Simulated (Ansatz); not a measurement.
Reaction (formal exchange of groups at the Si–C bond): `CC[Si]CC` + `ClCI` → `CC[Si]Cl` + `CCCI`

Isolated molecules relaxed with PBE0-D4/def2-TZVP in Ansatz; ΔE leaves out vibrations. CCSD(T)/CBS adds triple-zeta CCSD(T) − MP2 to the extrapolated MP2 energy (def2 sets, frozen cores). def2 core potentials past Kr. For I outer-core shells are correlated without core-valence functions, which leaves a few kJ/mol of doubt a bond. One conformer a species, not always the lowest.

| level | ΔE (kJ/mol) |
| --- | --- |
| CCSD(T)/def2-TZVPP | -200.2 |
| MP2/def2-QZVPP | -205.7 |

(1) What does CCSD(T)/CBS give? (An estimate is asked.)

Largest T1 diagnostic among the species: 0.012.

## Answers

(1) The calculation gave: -201.6 kJ/mol. The listed levels differ from it by 1.4, -4.1 kJ/mol.

In def2-TZVPP, CCSD(T) changes the Hartree–Fock value by +13.5 kJ/mol (the triples alone add +1.6 kJ/mol) and MP2 by +8.7 kJ/mol. From PBE to PBE0 (25 % exact exchange), in def2-TZVPP and without D4, ΔE moves by −4.8 kJ/mol.
